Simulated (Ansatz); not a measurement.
Basis-set extrapolation for C$_{2}$H$_{3}$BO (PBE0-D4/def2-TZVP geometry, frozen core, the Gaussian-basis code of Ansatz). Multiplicity 1, RHF reference.

|  | def2-TZVPP | def2-QZVPP |
| --- | --- | --- |
| HF | -177.024934 | -177.032881 |
| MP2 correlation | -0.628347 | -0.672941 |
| CCSD(T) correlation | -0.680175 | not run |

Energies in hartree. Use E(X) = E(∞) + A·exp(−7.88·√X) for Hartree–Fock and E(X) = E(∞) + B·X^(−2.97) for correlation, with X = 3 and 4, and add CCSD(T) minus MP2 of the smaller set to the MP2 limit.

What is the CCSD(T) energy at the basis-set limit?

HF limit: -177.032881 + (-0.007947) × 0.13774 = -177.03398. MP2 limit: -0.672941 + (-0.044594) × 0.74074 = -0.70597. Higher-order term: -0.680175 − (-0.628347) = -0.05183. Total: -177.79178 hartree, 227.6 kJ/mol below CCSD(T)/def2-TZVPP.
